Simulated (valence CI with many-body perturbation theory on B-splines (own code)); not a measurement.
**E1 transitions of Te XXXIX**

Calculated by relativistic CI+MBPT: four valence electrons over a frozen Dirac-Fock core [Ne], radial functions for each j: 11 s, 11 p, 9 d, 7 f, 5 g, 2 h, 1 i, with the one-electron correlation potential Σ1, the two-electron term Σ2, the three-electron term Σ3, Breit, model QED; selected CI, second order for the rest (own B-spline code, finite nucleus).

No measured spectrum was set against this ion. As an estimate, large intervals hold to a few tenths of a per cent, small ones and those within an open d or f shell to about a per cent.

Lines 1 to 50 of 224 in falling wavelength, among levels below 3469.6 × 10³ cm⁻¹, chosen from the strongest by gf and those to the six lowest levels. Wavelengths and rates use the calculated energies. Electric multipoles are in the length gauge, E1 and E2 with the static RPA response of the core. Weak lines are less certain than strong ones. Lines between different terms over intervals too small for the method are left out, as are lines whose strength nearly cancels. Where a level lies close to another of its J and parity, the split of strength between their lines is uncertain. The highest levels of a list are the least certain.

Levels are named by their leading jj configuration (3d3/2^4 stands for four electrons in 3d with j = 3/2), which in mixed levels can hold well under half, so a name can repeat and another be missing. Letters in brackets count levels of one name in rising energy.

| λ vac (Å) | Upper | Lower | A (s⁻¹) | S (a.u.) |
| --- | --- | --- | --- | --- |
| 508.2 | (3s 3p1/2^2 3p3/2) J=2 | (3s^2 3p3/2^2) J=2 | 2.12e+06 | 6.85e-04 |
| 413.0 | (3s 3p1/2^2 3p3/2) J=1 | (3s^2 3p3/2^2) J=0 | 3.24e+06 | 3.38e-04 |
| 285.9 | (3s 3p1/2^2 3p3/2) J=1 | (3s^2 3p3/2^2) J=2 | 5.51e+07 | 1.91e-03 |
| 184.0 | (3s 3p1/2 3p3/2 3d3/2) J=3 [a] | (3s^2 3p3/2 3d3/2) J=2 | 7.04e+08 | 1.52e-02 |
| 182.0 | (3s^2 3p1/2 3d3/2) J=2 | (3s^2 3p3/2^2) J=2 | 3.63e+07 | 5.40e-04 |
| 166.9 | (3s 3p1/2 3p3/2 3d3/2) J=4 | (3s^2 3p3/2 3d3/2) J=3 | 1.67e+09 | 3.46e-02 |
| 162.2 | (3s 3p1/2^2 3d3/2) J=2 | (3s^2 3p1/2 3d3/2) J=1 | 2.06e+09 | 2.17e-02 |
| 160.9 | (3s 3p1/2 3p3/2^2) J=2 [a] | (3s^2 3p3/2^2) J=2 | 4.16e+08 | 4.28e-03 |
| 159.2 | (3s 3p1/2 3p3/2 3d5/2) J=4 [a] | (3s^2 3p3/2 3d3/2) J=3 | 5.55e+08 | 9.94e-03 |
| 155.8 | (3s 3p1/2 3p3/2 3d5/2) J=4 [a] | (3s^2 3p3/2 3d5/2) J=4 | 9.00e+08 | 1.51e-02 |
| 155.4 | (3s^2 3p1/2 3d3/2) J=1 | (3s^2 3p3/2^2) J=0 | 8.32e+07 | 4.62e-04 |
| 147.7 | (3s 3p1/2 3p3/2 3d5/2) J=4 [b] | (3s^2 3p3/2 3d5/2) J=3 | 1.96e+09 | 2.80e-02 |
| 145.6 | (3s 3p1/2^2 3d5/2) J=3 | (3s^2 3p1/2 3d5/2) J=3 | 1.36e+09 | 1.45e-02 |
| 145.2 | (3s 3p1/2 3p3/2 3d3/2) J=3 [b] | (3s^2 3p3/2 3d3/2) J=3 | 1.02e+09 | 1.08e-02 |
| 144.1 | (3s 3p1/2^2 3d5/2) J=3 | (3s^2 3p1/2 3d5/2) J=2 | 2.38e+09 | 2.46e-02 |
| 143.9 | (3s 3p1/2 3p3/2^2) J=3 | (3s^2 3p3/2^2) J=2 | 1.79e+09 | 1.84e-02 |
| 138.0 | (3s 3p1/2^2 3p3/2) J=2 | (3s^2 3p1/2 3p3/2) J=2 | 3.02e+09 | 1.96e-02 |
| 137.6 | (3s 3p1/2 3p3/2 3d3/2) J=2 [d] | (3s^2 3p3/2 3d3/2) J=1 | 1.73e+09 | 1.11e-02 |
| 135.7 | (3s 3p1/2 3p3/2 3d5/2) J=5 | (3s^2 3p3/2 3d5/2) J=4 | 6.25e+09 | 8.48e-02 |
| 134.9 | (3s 3p1/2 3p3/2 3d3/2) J=2 [a] | (3s 3p1/2 3p3/2^2) J=1 [b] | 1.58e+09 | 9.58e-03 |
| 134.8 | (3s 3p1/2 3p3/2 3d5/2) J=4 [c] | (3s^2 3p3/2 3d5/2) J=3 | 2.49e+09 | 2.71e-02 |
| 134.7 | (3s 3p1/2 3p3/2 3d3/2) J=2 [e] | (3s^2 3p3/2 3d3/2) J=2 | 2.06e+09 | 1.24e-02 |
| 134.5 | (3p1/2 3p3/2^3) J=2 | (3s 3p3/2^3) J=1 | 1.92e+09 | 1.15e-02 |
| 133.1 | (3s^2 3p1/2 3d3/2) J=1 | (3s^2 3p3/2^2) J=2 | 3.52e+08 | 1.23e-03 |
| 129.3 | (3s 3p1/2^2 3p3/2) J=2 | (3s^2 3p1/2 3p3/2) J=1 | 4.37e+09 | 2.33e-02 |
| 128.1 | (3s 3p1/2 3p3/2 3d3/2) J=3 [c] | (3s^2 3p3/2 3d3/2) J=3 | 2.03e+09 | 1.48e-02 |
| 127.3 | (3s 3p1/2 3p3/2 3d3/2) J=3 [c] | (3s^2 3p3/2 3d3/2) J=2 | 1.75e+09 | 1.25e-02 |
| 126.9 | (3s 3p1/2 3p3/2 3d3/2) J=2 [a] | (3s 3p1/2 3p3/2^2) J=2 [b] | 2.29e+09 | 1.15e-02 |
| 126.7 | (3s 3p1/2 3p3/2 3d5/2) J=3 [a] | (3s^2 3p3/2 3d3/2) J=3 | 1.03e+09 | 7.27e-03 |
| 126.7 | (3s 3p1/2 3p3/2^2) J=1 [a] | (3s^2 3p3/2^2) J=0 | 2.89e+09 | 8.70e-03 |
| 126.5 | (3s 3p1/2^2 3d3/2) J=1 | (3s^2 3p1/2 3d3/2) J=2 | 7.57e+09 | 2.27e-02 |
| 123.5 | (3s 3p1/2 3p3/2 3d5/2) J=1 [c] | (3s^2 3p3/2 3d5/2) J=1 | 3.63e+09 | 1.01e-02 |
| 122.4 | (3s 3p1/2 3p3/2 3d3/2) J=1 [c] | (3s^2 3p3/2 3d3/2) J=1 | 3.76e+09 | 1.02e-02 |
| 122.3 | (3s 3p1/2^2 3d3/2) J=2 | (3s^2 3p1/2 3d3/2) J=2 | 5.81e+09 | 2.62e-02 |
| 122.0 | (3s 3p1/2 3p3/2 3d5/2) J=2 [b] | (3s^2 3p3/2 3d5/2) J=1 | 3.62e+09 | 1.62e-02 |
| 121.8 | (3s 3p1/2^2 3d5/2) J=3 | (3s 3p1/2 3p3/2^2) J=3 | 2.97e+09 | 1.85e-02 |
| 121.7 | (3s^2 3p1/2 3d5/2) J=2 | (3s^2 3p3/2^2) J=2 | 1.47e+08 | 6.54e-04 |
| 121.3 | (3p1/2^2 3p3/2^2) J=0 | (3s 3p1/2 3p3/2^2) J=1 [b] | 8.31e+09 | 7.31e-03 |
| 120.8 | (3s 3p1/2 3p3/2 3d5/2) J=3 [a] | (3s^2 3p3/2 3d5/2) J=2 | 4.36e+09 | 2.66e-02 |
| 120.6 | (3s^2 3p1/2 3d5/2) J=3 | (3s^2 3p3/2^2) J=2 | 2.98e+09 | 1.81e-02 |
| 119.8 | (3s 3p1/2 3p3/2 3d5/2) J=3 [d] | (3s^2 3p3/2 3d5/2) J=3 | 5.61e+09 | 3.33e-02 |
| 116.5 | (3s 3p1/2 3p3/2 3d3/2) J=2 [b] | (3s 3p1/2 3p3/2^2) J=2 [b] | 3.16e+09 | 1.23e-02 |
| 115.5 | (3s 3p1/2^2 3d5/2) J=2 | (3s 3p1/2 3p3/2^2) J=3 | 1.31e+10 | 4.99e-02 |
| 115.3 | (3s 3p1/2 3p3/2 3d5/2) J=2 [c] | (3s^2 3p3/2 3d5/2) J=1 | 3.69e+09 | 1.40e-02 |
| 114.8 | (3p1/2 3p3/2^3) J=2 | (3s 3p3/2^3) J=2 | 7.20e+09 | 2.69e-02 |
| 114.4 | (3s 3p1/2 3p3/2^2) J=1 [b] | (3s^2 3p3/2^2) J=0 | 3.04e+09 | 6.75e-03 |
| 114.3 | (3s 3p1/2 3p3/2 3d5/2) J=4 [b] | (3s^2 3p3/2 3d5/2) J=4 | 2.36e+09 | 1.57e-02 |
| 113.9 | (3s 3p1/2^2 3p3/2) J=1 | (3s^2 3p1/2 3p3/2) J=2 | 1.17e+10 | 2.56e-02 |
| 113.5 | (3s 3p1/2 3p3/2 3d5/2) J=2 [a] | (3s^2 3p3/2 3d5/2) J=2 | 8.77e+09 | 3.16e-02 |
| 113.5 | (3s 3p1/2 3p3/2 3d5/2) J=2 [c] | (3s^2 3p3/2 3d5/2) J=3 | 4.06e+09 | 1.46e-02 |
